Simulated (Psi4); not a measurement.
NP, triplet (typed; the unrestricted solution is spin-contaminated), at a GFN2-xTB geometry (a higher spin typed on purpose: for a closed-shell molecule this is an excited state), atoms displaced at random by about 0.03 Å a coordinate; HF/cc-pVDZ, gradient (Psi4).

Psi4 was given this input:
```
memory 2 GB

molecule {
0 3
  N    -0.08649841    0.07545771   -1.05013651
  P    -0.00849993    0.01914616    0.47597158
symmetry c1
no_reorient
no_com
}

set basis cc-pvdz
set reference uhf

gradient('scf')
print_variables()
```

Q: Write the output that Psi4 gives for this input, abridged.

A: 
```
gradient() will perform analytic gradient computation.

   => Loading Basis Set <=

    Name: CC-PVDZ
    Role: ORBITAL
    Keyword: BASIS

         ---------------------------------------------------------
                                   SCF
               by Justin Turney, Rob Parrish, Andy Simmonett
                          and Daniel G. A. Smith
                              UHF Reference
         ---------------------------------------------------------

  ==> Geometry <==

    Molecular point group: c1
    Full point group: C1

    Geometry (in Angstrom), charge = 0, multiplicity = 3:

       Center              X                  Y                   Z               Mass
    ------------   -----------------  -----------------  -----------------  -----------------
         N           -0.086498410000     0.075457710000    -1.050136510000    14.003074004430
         P           -0.008499930000     0.019146160000     0.475971580000    30.973761998420

  Running in c1 symmetry.

  Rotational constants: A =    155.13869  B =      0.74760  C =      0.74402 [cm^-1]
  Rotational constants: A = 4650940.94301  B =  22412.56996  C =  22305.08327 [MHz]
  Nuclear repulsion =   36.336573445439249

  Charge       = 0
  Multiplicity = 3
  Electrons    = 22
  Nalpha       = 12
  Nbeta        = 10

  ==> Algorithm <==

  SCF Algorithm Type is DF.
  DIIS enabled.
  MOM disabled.
  Fractional occupation disabled.
  Guess Type is SAD.
  Energy threshold   = 1.00e-08
  Density threshold  = 1.00e-08
  Integral threshold = 1.00e-12

  ==> Primary Basis <==

  Basis Set: CC-PVDZ
    Blend: CC-PVDZ
    Number of shells: 14
    Number of basis functions: 32
    Number of Cartesian functions: 34
    Spherical Harmonics?: true
    Max angular momentum: 2

   => Loading Basis Set <=

    Name: (CC-PVDZ AUX)
    Role: JKFIT
    Keyword: DF_BASIS_SCF

  ==> Integral Setup <==

  SCF_SUBTYPE=INCORE selected. In-core MEM_DF algorithm will be used.
  Using in-core AOs.

  ==> MemDFJK: Density-Fitted J/K Matrices <==

    J tasked:                   Yes
    K tasked:                   Yes
    wK tasked:                   No
    Algorithm:                 Core
    Schwarz Cutoff:           1E-12
    Mask sparsity (%):       0.0000
    Fitting Condition:        1E-10

   => Auxiliary Basis Set <=

  Basis Set: (CC-PVDZ AUX)
    Blend: CC-PVDZ-JKFIT
    Number of shells: 60
    Number of basis functions: 182
    Number of Cartesian functions: 211
    Spherical Harmonics?: true
[...]
  @DF-UHF Final Energy:  -395.03524186133478
    Total Energy =                       -395.0352418613347254
[...]
 Dipole Y            :         -1.5473743            1.5408758           -0.0064984
 Dipole Z            :          0.5755688           -0.3994538            0.1761150
 Magnitude           :                                                    0.1764645

 ------------------------------------------------------------------------------------

         ------------------------------------------------------------
                                   SCF GRAD
                          Rob Parrish, Justin Turney,
                       Andy Simmonett, and Alex Sokolov
         ------------------------------------------------------------

  ==> Geometry <==

    Molecular point group: c1
    Full point group: C1

    Geometry (in Angstrom), charge = 0, multiplicity = 3:

       Center              X                  Y                   Z               Mass
    ------------   -----------------  -----------------  -----------------  -----------------
         N           -0.086498410000     0.075457710000    -1.050136510000    14.003074004430
         P           -0.008499930000     0.019146160000     0.475971580000    30.973761998420

  Nuclear repulsion =   36.336573445439249

  ==> Basis Set <==

  Basis Set: CC-PVDZ
    Blend: CC-PVDZ
    Number of shells: 14
    Number of basis functions: 32
    Number of Cartesian functions: 34
    Spherical Harmonics?: true
    Max angular momentum: 2

  ==> DFJKGrad: Density-Fitted SCF Gradients <==

    Gradient:                    1
    J tasked:                  Yes
    K tasked:                  Yes
    wK tasked:                  No
    Integrals threads:           1
    Schwarz Cutoff:          1E-12
    Fitting Condition:       1E-10

   => Auxiliary Basis Set <=

  Basis Set: (CC-PVDZ AUX)
    Blend: CC-PVDZ-JKFIT
    Number of shells: 60
    Number of basis functions: 182
    Number of Cartesian functions: 211
    Spherical Harmonics?: true
    Max angular momentum: 3

  -Total Gradient:
     Atom            X                  Y                   Z
    ------   -----------------  -----------------  -----------------
       1        0.002597392021    -0.001875205397     0.050820233613
       2       -0.002597392021     0.001875205397    -0.050820233610

  Variable Map:
  ----------------------------------------------------------------------------
[...]
  Array Variable Map:
  ----------------------------------------------------------------------------
[...]
[...]
```
